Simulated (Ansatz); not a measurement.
Computed with Ansatz on PBE0-D4/def2-TZVP structures; ΔE is electronic, products minus reactants. CBS: MP2 limit from def2 TZ/QZ plus the TZ coupled-cluster correction, frozen cores. This one scheme is used for every species. DFT in def2-TZVPP. For Ga outer-core shells are correlated without core-valence functions, which leaves a few kJ/mol of doubt a bond. Scalar relativity is left out up to krypton. Each species was taken in one conformer, which may not be the lowest.

Reaction (ligand exchange at the Al–O bond): `[AlH2][O][GaH2]` + `O[Si](O)(O)O` → `O[Si](O)(O)[O][AlH2]` + `[OH][GaH2]`

```
             level  ΔE (kJ/mol)
            B97M-V         -7.2
           ωB97X-V         -7.8
      MP2/def2-SVP         -2.3
     CCSD/def2-SVP         -3.9
     HF/def2-TZVPP         -5.0
   CCSD/def2-TZVPP         -6.7
CCSD(T)/def2-TZVPP         -6.9
     HF/def2-QZVPP         -6.4
```

Q: What does CCSD(T)/CBS give? (An estimate is asked.)

A: Computed: -9.5 kJ/mol. The listed levels differ from it by 2.3, 1.7, 7.2, 5.6, 4.5, 2.8, 2.6, 3.1 kJ/mol.

Largest T1 diagnostic among the species: 0.015.

At CCSD(T), def2-SVP lies +5.5 kJ/mol from the extrapolated value and def2-TZVPP +2.6 kJ/mol. Leaving LDA and LC-ωPBE aside and taking each functional with its dispersion term where it has one, the values, not all of them listed here, spread over 3.9 kJ/mol, from revPBE-D4 to PBE-QIDH.
